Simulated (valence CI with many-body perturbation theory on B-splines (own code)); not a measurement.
## Level structure of Cu²⁴⁺

Computed by configuration interaction combined with many-body perturbation theory (CI+MBPT): three valence electrons over a frozen Dirac-Fock core [He], radial functions for each j: 11 s, 11 p, 9 d, 7 f, 5 g, 2 h, 1 i, with the one-electron correlation potential Σ1 (screened to all orders), the two-electron term Σ2, the three-electron term Σ3, Breit, model QED; selected single and double excitations, second order for the rest (own B-spline code, finite nucleus).

No measured levels were compared; by estimate levels of excited configurations hold to 0.05 to 0.15 % of their energy, terms of the ground configuration to about 0.5 %.

Levels 46 to 89 of 89, with energies above the lowest level, 2s2 2p 2P°_1/2. "Leading %" is the weight of the configuration and term that name the level; weights of strongly mixed levels are sums over their largest components and can fall short. In the jj column 3d3/2^4 stands for four electrons in 3d with j = 3/2. Lifetimes count E1, E2, E3, M1 and M2 decay at the calculated energies, and are blank where another channel may lead or the interval is too uncertain; long ones can be off by a factor of two.

| No. | Configuration | Term | J | E (× 10³ cm⁻¹) | Leading % | g | Leading jj | Lifetime |
| --- | --- | --- | --- | --- | --- | --- | --- | --- |
| 46 | 2s 2p 3p | 2S | 1/2 | 11356 | 78 | 1.829 | 2s 2p3/2 3p3/2 (87 %) | 68.9 fs |
| 47 | 2s 2p 3d | 2D° | 3/2 | 11363 | 57 | 0.957 | 2s 2p1/2 3d5/2 (32 %) | 66.7 fs |
| 48 | 2s 2p 3d | 2F° | 5/2 | 11375 | 50 | 1.071 | 2s 2p1/2 3d5/2 (60 %) | 41.7 fs |
| 49 | 2s 2p 3d | 4F° | 9/2 | 11416 | 100 | 1.331 | 2s 2p3/2 3d5/2 (100 %) | 1.66 ns |
| 50 | 2s 2p 3d | 4D° | 7/2 | 11445 | 72 | 1.371 | 2s 2p3/2 3d5/2 (56 %) | 27.9 fs |
| 51 | 2s 2p 3d | 4D° | 5/2 | 11453 | 54 | 1.333 | 2s 2p3/2 3d3/2 (84 %) | 27.9 fs |
| 52 | 2s 2p 3d | 4P° | 3/2 | 11463 | 63 | 1.528 | 2s 2p3/2 3d3/2 (88 %) | 29.8 fs |
| 53 | 2s 2p 3d | 4P° | 1/2 | 11467 | 90 | 2.427 | 2s 2p3/2 3d3/2 (96 %) | 34.7 fs |
| 54 | 2s 2p 3d | 2D° | 5/2 | 11493 | 41 | 1.157 | 2s 2p3/2 3d5/2 (84 %) | 43.2 fs |
| 55 | 2s 2p 3d | 2P° | 3/2 | 11534 | 66 | 1.229 | 2s 2p3/2 3d5/2 (78 %) | 42.2 fs |
| 56 | 2s 2p 3p | 2P | 1/2 | 11535 | 73 | 0.879 | 2s 2p3/2 3p1/2 (65 %) | 175 fs |
| 57 | 2s 2p 3p | 2D | 3/2 | 11543 | 69 | 0.952 | 2s 2p3/2 3p1/2 (82 %) | 322 fs |
| 58 | 2s 2p 3d | 2F° | 7/2 | 11560 | 96 | 1.151 | 2s 2p3/2 3d3/2 (51 %) | 26.6 fs |
| 59 | 2p2 3s | 4P | 1/2 | 11575 | 62 | 2.288 | 2p1/2^2 3s (68 %) | 364 fs |
| 60 | 2s 2p 3p | 2D | 5/2 | 11577 | 90 | 1.211 | 2s 2p3/2 3p3/2 (76 %) | 479 fs |
| 61 | 2s 2p 3d | 2P° | 1/2 | 11582 | 92 | 0.661 | 2s 2p3/2 3d5/2 (93 %) | 34.6 fs |
| 62 | 2s 2p 3p | 2P | 3/2 | 11594 | 61 | 1.194 | 2s 2p3/2 3p3/2 (79 %) | 234 fs |
| 63 | 2s 2p 3p | 2S | 1/2 | 11641 | 70 | 1.960 | 2s 2p3/2 3p3/2 (67 %) | 661 fs |
| 64 | 2p2 3s | 4P | 3/2 | 11695 | 93 | 1.699 | 2p1/2 2p3/2 3s (94 %) | 357 fs |
| 65 | 2p2 3p | 4D° | 1/2 | 11733 | 51 | 0.694 | 2p1/2^2 3p1/2 (85 %) | 121 fs |
| 66 | 2p2 3s | 4P | 5/2 | 11754 | 69 | 1.474 | 2p1/2 2p3/2 3s (81 %) | 270 fs |
| 67 | 2p2 3s | 2P | 1/2 | 11758 | 74 | 0.939 | 2p1/2 2p3/2 3s (82 %) | 164 fs |
| 68 | 2s 2p 3d | 2F° | 7/2 | 11760 | 92 | 1.149 | 2s 2p3/2 3d5/2 (78 %) | 49.3 fs |
| 69 | 2s 2p 3d | 2F° | 5/2 | 11761 | 86 | 0.883 | 2s 2p3/2 3d3/2 (82 %) | 29.8 fs |
| 70 | 2s 2p 3d | 2D° | 3/2 | 11772 | 91 | 0.824 | 2s 2p3/2 3d3/2 (74 %) | 26.4 fs |
| 71 | 2s 2p 3d | 2D° | 5/2 | 11792 | 88 | 1.175 | 2s 2p3/2 3d5/2 (85 %) | 25.5 fs |
| 72 | 2p2 3p | 4D° | 3/2 | 11803 | 36 | 1.329 | 2p1/2^2 3p3/2 (58 %) | 73.6 fs |
| 73 | 2p2 3s | 2D | 3/2 | 11805 | 46 | 1.069 | 2p1/2 2p3/2 3s (89 %) | 175 fs |
| 74 | 2s 2p 3d | 2P° | 1/2 | 11808 | 92 | 0.639 | 2s 2p3/2 3d3/2 (78 %) | 37.8 fs |
| 75 | 2s 2p 3d | 2P° | 3/2 | 11827 | 70 | 1.314 | 2s 2p3/2 3d5/2 (53 %) | 45.5 fs |
| 76 | 2p2 3p | 2S° | 1/2 | 11848 | 39 | 1.529 | 2p1/2 2p3/2 3p1/2 (92 %) | 137 fs |
| 77 | 2p2 3p | 2D° | 3/2 | 11881 | 35 | 1.191 | 2p1/2 2p3/2 3p1/2 (83 %) | 142 fs |
| 78 | 2p2 3p | 4D° | 5/2 | 11909 | 83 | 1.316 | 2p1/2 2p3/2 3p3/2 (55 %) | 190 fs |
| 79 | 2p2 3p | 4P° | 5/2 | 11925 | 46 | 1.350 | 2p1/2 2p3/2 3p3/2 (49 %) | 139 fs |
| 80 | 2p2 3p | 4P° | 1/2 | 11931 | 56 | 2.101 | 2p1/2 2p3/2 3p3/2 (88 %) | 126 fs |
| 81 | 2p2 3d | 4F | 3/2 | 11951 | 59 | 0.681 | 2p1/2^2 3d3/2 (85 %) | 279 fs |
| 82 | 2p2 3p | 2D° | 3/2 | 11952 | 53 | 1.221 | 2p1/2 2p3/2 3p3/2 (95 %) | 121 fs |
| 83 | 2p2 3s | 2D | 5/2 | 11953 | 67 | 1.316 | 2p3/2^2 3s (83 %) | 192 fs |
| 84 | 2p2 3p | 4D° | 7/2 | 11971 | 69 | 1.338 | 2p1/2 2p3/2 3p3/2 (83 %) | 180 fs |
| 85 | 2p2 3s | 2D | 3/2 | 11982 | 48 | 1.077 | 2p3/2^2 3s (91 %) | 179 fs |
| 86 | 2p2 3d | 4F | 5/2 | 11989 | 43 | 1.166 | 2p1/2^2 3d5/2 (76 %) | 117 fs |
| 87 | 2p2 3p | 4S° | 3/2 | 12008 | 63 | 1.763 | 2p1/2 2p3/2 3p1/2 (48 %) | 110 fs |
| 88 | 2p2 3p | 2P° | 3/2 | 12021 | 62 | 1.242 | 2p1/2 2p3/2 3p3/2 (48 %) | 94.8 fs |
| 89 | 2p2 3p | 2F° | 5/2 | 12036 | 36 | 1.196 | 2p1/2 2p3/2 3p3/2 (67 %) | 135 fs |

Names give the largest LS component (configuration and term), which can be under half, so a name can repeat, a term be missing and a line seem to break the LS rules; names also repeat where a configuration has a term twice.
